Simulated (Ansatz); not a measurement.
**Energy profile**

The step: SiH₂Cl₂ ([Cl][SiH2][Cl]) + NH₃ + HF → SiNH₄Cl ([NH2][SiH2][Cl]) + HCl + HF; bonds formed: Cl2–H8, H6–F9; bonds broken: Si1–Cl2, H6–N7, H8–F9 (atoms numbered as in the saddle structure below).

```
11
angstrom
Si -0.2300 0.2590 -1.1953
Cl -0.1507 -2.3858 0.2838
H 1.0626 -0.3547 -1.5135
H -1.4630 -0.4407 -1.5751
Cl -0.2597 2.0857 -2.1643
H 0.5947 0.1322 1.1780
N -0.2792 0.7404 0.5455
H 0.7319 -1.6103 1.1096
F 1.3275 -0.6311 1.6955
H -0.1797 1.7453 0.6551
H -1.1542 0.4600 0.9806
```

Electronic energies by CCSD(T) at an estimated basis limit (MP2 extrapolated from triple and quadruple zeta, plus CCSD(T) − MP2 in triple zeta), on PBE0-D4/def2-TZVP structures; SiNH6Cl2F, singlet; no counterpoise correction. Program: Ansatz 0.2.0. Basis: def2-TZVPP and def2-QZVPP. Cores are frozen in the correlated methods. Extrapolation: Hartree–Fock as exp(−7.88 √X), correlation as X^−2.97.

Question: Give the profile in kcal/mol, counted from the separated reactants. (Judge from chemistry; the value comes from the calculation.)

Answer: By the calculation:
```tsv
point	kcal/mol
separated: SiH2Cl2 (linked as [Cl][SiH2][Cl]; Si1, Cl2, H3, H4, Cl5; singlet) + NH3 (H6, N7, H10, H11; singlet) + HF (H8, F9; singlet)	0.00
start structure	-10.74
saddle	2.13
end structure	-5.60
separated: SiNH4Cl (linked as [NH2][SiH2][Cl]; Si1, H3, H4, Cl5, N7, H10, H11; singlet) + HCl (Cl2, H8; singlet) + HF (H6, F9; singlet)	8.19
```

T1 diagnostic: at most 0.010.

For scale, one of the runs: CCSD(T)/def2-TZVPP, 272 basis functions, launched by `ansatz run in.yaml --threads 8 --pin off --events-out ev --progress --plain --max-ram 19148MiB`. The run took 2.2 min on 8 CPU threads of an Arm Neoverse V1 (shared host), with 7 GiB of host memory at its peak.
